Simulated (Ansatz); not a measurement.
Computed with Ansatz on PBE0-D4/def2-TZVP structures; ΔE is electronic, products minus reactants. CCSD(T)/CBS adds triple-zeta CCSD(T) − MP2 to the extrapolated MP2 energy (def2 sets, frozen cores). This one scheme is used for every species, atoms too. Functionals use def2-TZVPP. B3LYP here is the variant with VWN-RPA as its local correlation; programs differ in this. HSE06 is defined as in plane-wave codes. Open shells (•) are unrestricted, without spin–orbit coupling. Spin–orbit coupling would lower the free atoms: a little for Si; clearly for Ge. Bonds to Ge are less sure, by a few kJ/mol each and by 10 to 20 or more in all where they break to atoms, as the def2 sets lack core-valence functions. Scalar relativity is left out up to krypton.

`[SiH2]1[SiH2][GeH2][GeH2][GeH2][GeH2]1` → 4 Ge• + 12 H• + 2 Si•  (atomization)

```json
{"level": "LDA (SPW92)", "ΔE (kcal/mol)": "1331.2", "difference from CCSD(T)/CBS": "132.1"}
{"level": "PBE-D4", "ΔE (kcal/mol)": "1176.4", "difference from CCSD(T)/CBS": "-22.7"}
{"level": "revPBE-D4", "ΔE (kcal/mol)": "1156.0", "difference from CCSD(T)/CBS": "-43.1"}
{"level": "r2SCAN-D4", "ΔE (kcal/mol)": "1196.6", "difference from CCSD(T)/CBS": "-2.5"}
{"level": "B97M-V", "ΔE (kcal/mol)": "1207.8", "difference from CCSD(T)/CBS": "8.7"}
{"level": "PBE0-D4", "ΔE (kcal/mol)": "1178.7", "difference from CCSD(T)/CBS": "-20.4"}
{"level": "r2SCANh-D4", "ΔE (kcal/mol)": "1193.7", "difference from CCSD(T)/CBS": "-5.4"}
{"level": "r2SCAN0-D4", "ΔE (kcal/mol)": "1189.8", "difference from CCSD(T)/CBS": "-9.3"}
{"level": "HSE06-D4", "ΔE (kcal/mol)": "1178.3", "difference from CCSD(T)/CBS": "-20.8"}
{"level": "BHLYP-D4", "ΔE (kcal/mol)": "1176.2", "difference from CCSD(T)/CBS": "-22.9"}
{"level": "CAM-B3LYP-D4", "ΔE (kcal/mol)": "1185.4", "difference from CCSD(T)/CBS": "-13.7"}
{"level": "ωB97X-V", "ΔE (kcal/mol)": "1205.8", "difference from CCSD(T)/CBS": "6.7"}
{"level": "ωB97M-V", "ΔE (kcal/mol)": "1178.7", "difference from CCSD(T)/CBS": "-20.4"}
{"level": "B2PLYP", "ΔE (kcal/mol)": "1163.7", "difference from CCSD(T)/CBS": "-35.4"}
{"level": "revPBE", "ΔE (kcal/mol)": "1121.8", "difference from CCSD(T)/CBS": "-77.3"}
{"level": "BLYP", "ΔE (kcal/mol)": "1130.3", "difference from CCSD(T)/CBS": "-68.8"}
{"level": "r2SCAN", "ΔE (kcal/mol)": "1192.8", "difference from CCSD(T)/CBS": "-6.3"}
{"level": "PBE0", "ΔE (kcal/mol)": "1165.0", "difference from CCSD(T)/CBS": "-34.1"}
{"level": "B3LYP", "ΔE (kcal/mol)": "1155.9", "difference from CCSD(T)/CBS": "-43.2"}
{"level": "r2SCANh", "ΔE (kcal/mol)": "1189.4", "difference from CCSD(T)/CBS": "-9.7"}
{"level": "r2SCAN0", "ΔE (kcal/mol)": "1185.0", "difference from CCSD(T)/CBS": "-14.1"}
{"level": "HSE06", "ΔE (kcal/mol)": "1165.1", "difference from CCSD(T)/CBS": "-34.0"}
{"level": "BHLYP", "ΔE (kcal/mol)": "1152.3", "difference from CCSD(T)/CBS": "-46.8"}
{"level": "CAM-B3LYP", "ΔE (kcal/mol)": "1170.9", "difference from CCSD(T)/CBS": "-28.2"}
{"level": "LC-ωPBE", "ΔE (kcal/mol)": "1170.3", "difference from CCSD(T)/CBS": "-28.8"}
{"level": "HF/def2-SVP", "ΔE (kcal/mol)": "870.4", "difference from CCSD(T)/CBS": "-328.7"}
{"level": "MP2/def2-SVP", "ΔE (kcal/mol)": "1096.7", "difference from CCSD(T)/CBS": "-102.4"}
{"level": "CCSD/def2-SVP", "ΔE (kcal/mol)": "1098.7", "difference from CCSD(T)/CBS": "-100.4"}
{"level": "CCSD(T)/def2-SVP", "ΔE (kcal/mol)": "1110.5", "difference from CCSD(T)/CBS": "-88.6"}
{"level": "HF/def2-TZVPP", "ΔE (kcal/mol)": "875.1", "difference from CCSD(T)/CBS": "-324.0"}
{"level": "MP2/def2-TZVPP", "ΔE (kcal/mol)": "1159.0", "difference from CCSD(T)/CBS": "-40.1"}
{"level": "SCS-MP2/def2-TZVPP", "ΔE (kcal/mol)": "1166.7", "difference from CCSD(T)/CBS": "-32.4"}
{"level": "CCSD/def2-TZVPP", "ΔE (kcal/mol)": "1162.3", "difference from CCSD(T)/CBS": "-36.8"}
{"level": "CCSD(T)/def2-TZVPP", "ΔE (kcal/mol)": "1176.9", "difference from CCSD(T)/CBS": "-22.2"}
{"level": "HF/def2-QZVPP", "ΔE (kcal/mol)": "874.1", "difference from CCSD(T)/CBS": "-325.0"}
{"level": "MP2/def2-QZVPP", "ΔE (kcal/mol)": "1171.3", "difference from CCSD(T)/CBS": "-27.8"}
{"level": "SCS-MP2/def2-QZVPP", "ΔE (kcal/mol)": "1182.2", "difference from CCSD(T)/CBS": "-16.9"}
{"level": "HF/CBS(def2)", "ΔE (kcal/mol)": "874.0", "difference from CCSD(T)/CBS": "-325.1"}
{"level": "MP2/CBS(def2)", "ΔE (kcal/mol)": "1181.2", "difference from CCSD(T)/CBS": "-17.9"}
{"level": "CCSD/CBS(def2)", "ΔE (kcal/mol)": "1184.5", "difference from CCSD(T)/CBS": "-14.6"}
{"level": "CCSD(T)/CBS", "ΔE (kcal/mol)": "1199.1", "difference from CCSD(T)/CBS": "0"}
```

Largest T1 diagnostic among the species: 0.012.

From BLYP to BHLYP (50 % exact exchange), in def2-TZVPP and without D4, ΔE moves by +21.9 kcal/mol. At CCSD(T), def2-SVP lies −88.6 kcal/mol from the extrapolated value and def2-TZVPP −22.2 kcal/mol: correlation converges slowly with the basis, and small sets miss more of it in the bonded molecule than in its fragments.

For atomizations the MP2-based limit and the directly extrapolated one differ by several kJ/mol either way, and by 10 to 25 for some Ge, Se and Sn compounds, so smaller differences from it don't rank the levels.
